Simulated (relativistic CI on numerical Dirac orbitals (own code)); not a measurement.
Tl43+: sensitivity of the levels to the model

Base calculation: Dirac-Coulomb-Breit CI, orbitals from a KLI potential per configuration, model QED (radiative potential, 1s self-energy scaled to tabulated hydrogen-like ionisation energies), unscaled Slater integrals.

Configuration list (outside the closed core [Ar] 3d10): 4s2 4p6 4d2, 4s2 4p6 4d 4f, 4s2 4p5 4d3, 4s 4p6 4d3, 4s2 4p5 4d2 4f, 4s 4p6 4d2 4f, 4s2 4p6 4d 5s, 4s2 4p6 4f 5s, 4s2 4p6 4d 5p, 4s2 4p6 4f2, 4s2 4p5 4f3, 4s 4p6 4f3, 4s2 4p6 4f 5p, 4s2 4p5 4f2 5p, 4s 4p6 4f2 5p. Double excitations out of closed p, d and f shells are left out; levels of such configurations are missing from the list, as are those of other unlisted configurations, and high levels can miss mixing partners.

The lowest level and the first level of each name with at least 55 % of one term (blank where a level has no safe partner in the second run):

```csv
Level,Base (cm⁻¹),Shift (cm⁻¹)
4s2 4p6 4d2 3F_2,0,0
4s2 4p6 4d2 3P_0,82255,+1092
4s2 4p6 4d2 3F_3,233892,-136
4s2 4p6 4d2 3P_1,283848,+2950
4s2 4p6 4d2 1G_4,284450,+1577
4s2 4p6 4d2 3F_4,498476,+846
4s2 4p6 4d2 1S_0,621159,-2920
4s2 4p5 4d3 3P°_1,1992159,
4s2 4p5 4d3 3I°_7,1997871,
4s2 4p6 4d 4f 3H°_4,2013497,
```

At this charge energies of transitions that change n are usually good to better than 1 %, and those within a shell (Δn = 0) to a few per cent.

One thing was changed in a second run, which moved the levels as shown. Which?
A. only the first configuration
B. Breit term removed
C. QED terms removed
D. one mean potential for all configurations

A. Only the first configuration. With fewer configurations the levels that remain lose their mixing partners.

LS names give the leading component of a level, which can be under half, so a name can repeat, a term be missing and a line seem to break the LS rules.
